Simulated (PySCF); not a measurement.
Correlation energy of Ni(2+) (nickel, charge +2)

[Ar] 3d7 4s1, high-spin 5F determinant (an excited configuration). Calculation: PySCF 2.14, in aug-cc-pVTZ (8s7p5d3f2g, 93 functions); the non-relativistic Hamiltonian (point nucleus). Frozen: [Ar]; 8 electrons correlated.

```
  level  correlation energy (mhartree)
   CCSD                        -201.38
    (T)                          -3.48
CCSD(T)                        -204.86
```

Diagnostics: T1 = 0.0069, D1 = 0.0188, largest double amplitude 0.017.

Cost of the coupled-cluster step: 28 s of wall time on 1 thread of Neoverse-V1 (shared host), for 8 correlated electrons.

Iterations:

```
CC2 = 0
CCSD nocc = (np.int64(6), np.int64(2)), nmo = (84, 84)
frozen orbitals [[0, 1, 2, 3, 4, 5, 6, 7, 8], [0, 1, 2, 3, 4, 5, 6, 7, 8]]
max_cycle = 100
direct = 0
conv_tol = 1e-08
conv_tol_normt = 1e-06
diis_space = 8
diis_start_cycle = 0
Init t2, MP2 energy = -0.20158335649462
Init E_corr(UCCSD) = -0.201583356494737
cycle = 1  E_corr(UCCSD) = -0.199377832995402  dE = 0.0022055235  norm(t1,t2) = 0.0262904
cycle = 2  E_corr(UCCSD) = -0.201012843792776  dE = -0.0016350108  norm(t1,t2) = 0.00744723
cycle = 3  E_corr(UCCSD) = -0.201216566562558  dE = -0.00020372277  norm(t1,t2) = 0.00322531
cycle = 4  E_corr(UCCSD) = -0.201380981144859  dE = -0.000164414582  norm(t1,t2) = 0.00108519
cycle = 5  E_corr(UCCSD) = -0.201384421216626  dE = -3.44007177e-06  norm(t1,t2) = 0.000383407
cycle = 6  E_corr(UCCSD) = -0.201383714904475  dE = 7.06312151e-07  norm(t1,t2) = 6.42759e-05
cycle = 7  E_corr(UCCSD) = -0.201384876981481  dE = -1.16207701e-06  norm(t1,t2) = 2.11335e-05
cycle = 8  E_corr(UCCSD) = -0.201384592127608  dE = 2.84853873e-07  norm(t1,t2) = 6.45876e-06
cycle = 9  E_corr(UCCSD) = -0.201384494979859  dE = 9.71477489e-08  norm(t1,t2) = 1.77876e-06
cycle = 10  E_corr(UCCSD) = -0.201384527738527  dE = -3.27586678e-08  norm(t1,t2) = 5.74623e-07
cycle = 11  E_corr(UCCSD) = -0.201384526970853  dE = 7.67673813e-10  norm(t1,t2) = 1.47591e-07
UCCSD converged
E(UCCSD) = -1506.03221853177  E_corr = -0.2013845269708532
UCCSD(T) correction = -0.00348452447796804
```
